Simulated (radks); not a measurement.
Values are calculated unless marked as measured or tabulated.
Neutral nickel, 28 electrons, occupied as [Ar] 3d8 4s2.

Level of theory: scalar-relativistic Kohn-Sham, LB94 model potential, spin-polarised, spherical densities, finite nucleus; open shells are filled with parallel spins first; Fermi nuclear charge, rms radius 3.7757 fm (a radial shooting solver on a logarithmic mesh with Libxc functionals).

Energy parts (eV):
| part | energy |
|---|---|
| kinetic | 42174.498 |
| electron-nucleus | -99669.577 |
| Hartree | 17849.706 |
(The LB94 potential has no energy functional, so no total or exchange-correlation energy is given.)

Orbitals (lengths in bohr, moments of r in powers of bohr):
orbital  occ.  eigenvalue (eV)   <1/r>
1s up       1        -8288.336   28.13
1s down     1        -8288.356   28.13
2s up       1        -1003.251   6.074
2s down     1        -1003.505   6.076
2p up       3        -866.7362   5.982
2p down     3        -866.9618   5.983
3s up       1        -117.4265   1.907
3s down     1        -115.6910   1.904
3p up       3         -78.1710   1.767
3p down     3         -76.4985   1.763
3d up       5         -15.9983   1.391
3d down     3         -14.5769   1.383
4s up       1         -10.2514  0.5054
4s down     1          -9.5600  0.4921

The highest occupied level is 4s down at -9.560 eV. The density falls to 0.001 e/bohr^3 at r = 4.17 bohr.
